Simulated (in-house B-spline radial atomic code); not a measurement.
Atomic self-consistent-field run: the aluminium ion Al⁴⁺ (an excited or competing configuration). Level of theory: scalar-relativistic (X2C) M06-2X, spin-polarised, spherical fractional occupations, Fermi nucleus of rms radius 3.061 fm; calculated with an all-electron radial atomic-structure program (B-spline basis).

In the input, 3d5,1 would mean five up and one down electron.

Command:
```bash
python run_scf.py task.json out
```
Settings (nuclear radius in fm, mass in u):
```
Z                13
configuration    1s2 2s0,1 2p3,2 3s0,1
hamiltonian      x2c
method           m062x
spin_polarised   True
nucleus          fermi
rms_radius       3.061
atomic_mass      26.98154
speed_of_light   137.035999084
```

Output (hartree, bohr):
```
 radial grid: 68 intervals, B-splines of order 8, outer radius 14.6809 bohr

 iter        energy (Eh)    residual
    1        -231.145896    4.06e-02
    2        -231.150322    2.62e-03
    3        -231.150347    1.39e-03
    4        -231.150353    7.47e-04
    5        -231.150356    1.23e-04
    6        -231.150356    1.86e-05
    7        -231.150356    2.20e-06
    8        -231.150356    5.48e-07
    9        -231.150356    3.84e-07
   10        -231.150355    6.04e-06
   11        -231.150341    2.23e-05
   12        -231.150356    2.09e-07
   13        -231.150356    1.44e-07

 total energy                      -231.15036
 kinetic                             231.7309
 electron-nucleus                   -526.3951
 Hartree                              79.0164
 exact exchange                       -7.9267
 exchange-correlation                 -7.5758

 orbital      occ     eigenvalue          <r>       <r^2>       <1/r>       <r^4>     <1/r^3>       r_max
 1s up      1.000       -60.8682     0.120156   0.0194637     12.6713 0.000984592           -     0.07808
 1s down    1.000       -60.9061     0.119553   0.0192469     12.7177 0.000958921           -     0.07793
 2s down    1.000        -7.5312     0.587009    0.407913     2.48979     0.29519           -      0.4792
 2p up      3.000        -6.1174     0.542833    0.365747     2.39651    0.279714     42.6867      0.4029
 2p down    2.000        -5.8698      0.55073    0.376605     2.36284    0.297813     41.0454      0.4084
 3s down    1.000        -2.1376      1.72506     3.36717    0.797304     16.8924           -       1.568
```

Run time, properties included: 0.2 s on 1 thread of Arm Neoverse V2, on a shared host.

States collapsed into the nucleus by a negative tau potential were left out of the aufbau.

Caution: exact exchange at fractional occupations of open shells leaves self-interaction of up to several eV.
